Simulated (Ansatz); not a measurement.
**Question.** Predict a relaxed structure of `N#Cc1ccc(C23CC(C#N)(C2)C3)cc1`, charge 0, singlet, at r2SCAN-D4/def2-SVP (Ansatz).

**Answer.** 
```xyz
25

N    -4.993    0.722   -3.174
C    -4.019    0.584   -2.550
C    -2.822    0.413   -1.785
C    -1.807   -0.452   -2.243
C    -0.646   -0.613   -1.495
C    -0.467    0.077   -0.284
C     0.780   -0.108    0.503
C     1.153    0.565    1.853
C     2.360   -0.350    1.490
C     3.572   -0.531    2.252
N     4.550   -0.678    2.866
C     1.327   -1.445    1.099
C     2.241    0.185    0.034
C    -1.481    0.937    0.165
C    -2.650    1.109   -0.574
H    -1.943   -0.990   -3.185
H     0.138   -1.287   -1.855
H     1.348    1.649    1.832
H     0.571    0.263    2.738
H     1.676   -2.204    0.381
H     0.747   -1.886    1.925
H     2.651   -0.465   -0.755
H     2.503    1.244   -0.120
H    -1.351    1.479    1.106
H    -3.438    1.779   -0.222
```
Point group Cs (tolerance 0.1 Å). This is one stationary point.
